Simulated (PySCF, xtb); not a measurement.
Si(Me)(Cl)3 (CH₃Cl₃Si), SMILES C[Si](Cl)(Cl)Cl.

Geometry optimised at B3LYP-D3(BJ)/def2-SVP. The isomer is the one that the SMILES or the coordinates give; other isomers of the formula were not compared.

Calculation: PySCF with C-PCM-ωB97X/def2-SVP.

The values are the electrostatic part of the solvation free energy, E(continuum) − E(gas) at the gas-phase geometry, in a cavity of scaled van der Waals radii (PySCF's table); cavitation and dispersion terms are not included. In vacuum the orbital gap is 14.08 eV. The dipole moment in vacuum is 2.15 D.

```tsv
solvent	ε	ΔG(elec) (kcal/mol)	dipole (D)	gap (eV)
water	78.36	-2.4	2.71	14.14
chloroform	4.71	-1.9	2.58	14.13
benzene	2.27	…	…	…
```

**Question.** Complete the blanks. (Estimate from the structure and the level; the computed values follow.)

**Answer.** 
- benzene, ΔG(elec) (kcal/mol): -1.3
- benzene, dipole (D): 2.44
- benzene, gap (eV): 14.11

For comparison, GFN2-xTB/ALPB(water) (xtb, at the GFN2-xTB geometry, all terms of that model) gives -2.1 kcal/mol.
